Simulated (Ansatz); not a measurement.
Job for Ansatz (a program for electronic structure): U-CCSD(T)/cc-pV(D+d)Z on H4Si2 (SMILES [SiH][SiH3]), a point of a bond scan (R = 2.011 Å). Files ending in .json are basis or fitting sets from the Basis Set Exchange.

Ansatz 0.2 input:
```yaml
crystal:
  periodic: [false, false, false]
  atoms:
    - {symbol: Si, position_ang: [-0.00338560, 1.03723858, 0.82594973]}
    - {symbol: H, position_ang: [-0.44386711, 1.86151131, -0.37737098]}
    - {symbol: Si, position_ang: [0.02918721, -0.89103927, -0.59790228]}
    - {symbol: H, position_ang: [1.31204384, -0.57988383, -2.11434278]}
    - {symbol: H, position_ang: [-1.32621922, -1.10029411, -1.17841082]}
    - {symbol: H, position_ang: [0.42941234, -2.14745382, 0.08430899]}
basis:
  gaussian:
    orbitals: cc-pV_D+d_Z.json
correlation: {method: ccsd_t, electrons: outside_noble_gas}
scf: {omitted_lower_state_checks: [cluster_reference]}
magnetization: {spin_polarized: true, initial_magnetization: 0}
```

Program output:

```
WARN ansatz: RAYON_NUM_THREADS=1 ignored (pool sized by the plan → 1); use --threads N
Functional definition: HF
these checks for a lower state are left out or cut short: cluster_reference
integrals: 0.07 GiB planned
685 factors; integrals over basis functions are off by at most 1.5e-3 eV
mean field: 0.19 GiB planned
mean field evaluation 1: about -15783.7528 eV, gradient 7.8e0 eV
mean field evaluation 2: about -15783.7679 eV, gradient 7.9e0 eV
mean field evaluation 4: about -15784.6568 eV, gradient 6.0e-1 eV
mean field evaluation 8: about -15784.6636 eV, gradient 1.1e-3 eV
mean field evaluation 16: about -15784.7852 eV, gradient 1.7e-2 eV
mean field -15784.78517602 eV, -580.0801559072 hartree, gradient 2.2e-6 eV, S^2 0.474006; 3 other end points of the search recorded, 0 dependent functions left out
10 core orbitals not correlated
reference -15784.78517602 eV, -580.0801559072 hartree; 6, 6 occupied and 50, 50 virtual orbitals, 685 factors
second order -4.87321480 eV of doubles, -0.00000000 eV of singles
coupled cluster: 0.20 GiB planned
cycle   1  -5.80086742 eV  change   -9.3e-1 eV  update   9.0e-2
cycle   2  -6.22173892 eV  change   -4.2e-1 eV  update   4.6e-2
cycle   3  -6.28259215 eV  change   -6.1e-2 eV  update   3.0e-2
cycle   4  -6.31360763 eV  change   -3.1e-2 eV  update   2.4e-2
cycle   5  -6.37262310 eV  change   -5.9e-2 eV  update   1.9e-2
cycle   6  -6.41320274 eV  change   -4.1e-2 eV  update   1.2e-2
cycle   7  -6.42724836 eV  change   -1.4e-2 eV  update   6.3e-3
cycle   8  -6.43107025 eV  change   -3.8e-3 eV  update   2.7e-3
cycle   9  -6.43125865 eV  change   -1.9e-4 eV  update   1.2e-3
cycle  10  -6.43072869 eV  change    5.3e-4 eV  update   5.1e-4
cycle  11  -6.43052405 eV  change    2.0e-4 eV  update   2.4e-4
cycle  12  -6.43075803 eV  change   -2.3e-4 eV  update   1.2e-4
cycle  13  -6.43072437 eV  change    3.4e-5 eV  update   5.7e-5
cycle  14  -6.43067890 eV  change    4.5e-5 eV  update   2.9e-5
cycle  15  -6.43066224 eV  change    1.7e-5 eV  update   1.5e-5
cycle  16  -6.43066391 eV  change   -1.7e-6 eV  update   7.2e-6
coupled cluster: 0.20 GiB planned
perturbative correction -0.19896701 eV, -0.0073119029 hartree
Total energy: -15791.41480695 eV, -580.3237903499 hartree
Checks for a lower state left out: cluster_reference
```

The run converged. Its determinant has ⟨S²⟩ = 0.47, a mixture of spin states.

Cost: about 2.7 core-seconds (a rough figure).
